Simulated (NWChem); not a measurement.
## A calculation on arsine (H3As)

```xyz
4

As     0.0010     0.0726     0.0000
H     -0.6465    -0.7900     1.1000
H     -0.6465    -0.7900    -1.1000
H      1.2585    -0.8174     0.0000
```
Charge 0, spin multiplicity 1.

All runs are NWChem calculations. Structure: optimised with PBE/def2-SVP, a minimum by its harmonic frequencies.

Symmetry labels belong to the abelian group Cs used in the runs, with the axes of the coordinates shown; states degenerate in a higher group split over its labels.

The Hamiltonian is non-relativistic.

List the lowest 6 singlet excitations that TD-PBE/def2-SVPD gives, with oscillator strengths.


```tsv
state	symmetry	energy (eV)	wavelength (nm)	f
1	a'	6.62	187	0.139
2	a"	7.01	177	0.059
3	a'	7.01	177	0.059
4	a"	8.52	145	0.000
5	a"	8.71	142	0.060
6	a'	8.71	142	0.060
```
